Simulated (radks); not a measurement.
Values are calculated unless marked as measured or tabulated.
Question: Coherent X-ray form factor from a spherical all-electron density. Code: a radial shooting solver on a logarithmic mesh with Libxc functionals. Model: Dirac Kohn-Sham, LDA (Slater exchange, Perdew-Wang correlation), spin-unpolarised, spherical densities, finite nucleus; Fermi nuclear charge, rms radius of each element as measured or else 0.836 A^(1/3) + 0.57 fm.

sin(theta)/lambda (1/angstrom),f0 (electrons)
0.05,6.906
0.1,6.638
0.15,6.227
0.2,5.721
0.25,5.169
0.3,4.613
0.4,3.611
0.5,2.846
0.6,2.316
0.8,1.743
1,1.484
1.25,1.288
1.5,1.120
2,0.810

The species is in the configuration that NIST lists as its ground one. Which atom or ion scatters so?

Answer: The fluorine ion F2+, [He] 2s2 2p3. Extrapolating in s^2 from the first two rows gives f0(0) = 7.0, near the electron count 7; among species with that count, the fall with angle is slower the higher Z, and the table is that of Z = 9; from so few rows the species is fixed only to a neighbour or two.
